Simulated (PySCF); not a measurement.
Ga(H)(Br)(OMe) (CH4BrGaO), SMILES [GaH]([O]C)[Br].

Geometry optimised at PBE-D3(BJ)/def2-SVP. Other conformers were not sampled.

Method: PBE-D3(BJ)/def2-SVP run with PySCF.

Frequencies are harmonic and unscaled.

```
mode  ν (cm⁻¹)  IR (km/mol)    moving atoms (share of kinetic energy)
----  --------  -----------  ----------------------------------------
1           91          0.5                                    H 96 %
2           99          3.4          C 40 %, Br 24 %, H 16 %, Ga 15 %
3          139         12.0            O 60 %, H 19 %, C 11 %, Ga 8 %
4          263          2.0  O 38 %, C 19 %, H 16 %, Ga 16 %, Br 12 %
5          296         32.9                          Ga 50 %, Br 38 %
6          420         24.0                                    H 93 %
7          559         97.1                                    H 96 %
8          600         54.5                   O 55 %, Ga 22 %, C 15 %
9         1095        168.5                    O 46 %, C 40 %, H 14 %
10        1134          0.0                            H 77 %, C 19 %
11        1155         16.8                    H 63 %, C 21 %, O 16 %
12        1416         19.6                            H 89 %, C 10 %
13        1418          0.9                                    H 97 %
14        1421          2.5                                    H 97 %
15        1995         80.5                                    H 99 %
16        2919         85.1                                    H 98 %
17        3003         26.4                            H 90 %, C 10 %
18        3008         30.4                            H 90 %, C 10 %
```
